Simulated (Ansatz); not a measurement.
Ideal-gas functions of `[F][Au-][P+](F)(F)F` at 800 K and 1 bar, from an Ansatz frequency run at PBE0-D4/def2-TZVP.

Molar mass 303.93 g/mol, point group C3v (symmetry number 3), electronic degeneracy 1, moments of inertia 105.737, 608.219, 608.222 u Å². Harmonic wavenumbers (cm⁻¹, unscaled): 106, 106, 233, 233, 263, 383, 383, 542, 602, 948, 958, 958.

Use S(trans) = R[1.5 ln M + 2.5 ln T − 1.1517]; rotational temperatures θ = 24.2544 K / I; S(rot) = R[ln(√π/σ · √(T³/θAθBθC)) + 1.5]; for each mode x = 1.438777 ν̃/T, S = R[x/(eˣ − 1) − ln(1 − e⁻ˣ)] and H = RT x/(eˣ − 1); 1 cm⁻¹ = 0.0119627 kJ/mol; R = 8.31446 J/(mol·K).

By hand: the entropy, in J/(mol·K).

Translation 200.7. Rotation: θ = 0.2294, 0.0399, 0.0399 K, giving 124.4. Vibration, mode by mode: 22.11, 22.11, 15.61, 15.61, 14.62, 11.58, 11.58, 8.85, 8.05, 4.82, 4.75, 4.75, in all 144.4. Electronic 0.0. Sum 469.5 J/(mol·K).

By hand: H − E and G − E in kJ/mol, counted from the electronic energy.

Zero-point energy ½ × 5715 × 0.0119627 = 34.2; thermal vibration 52.3; translation, rotation and pV give 4 RT = 26.6. H − E = 113.1 kJ/mol, and G − E = 113.1 − 800 × 469.5/1000 = -262.5 kJ/mol.

Vibration gives 31 % of the entropy, 44.2 J/(mol·K) of it from the modes under 150 cm⁻¹: soft modes count most, and the harmonic formula is weakest for them. The sum counts one conformer and one mirror image; others add a mixing term.
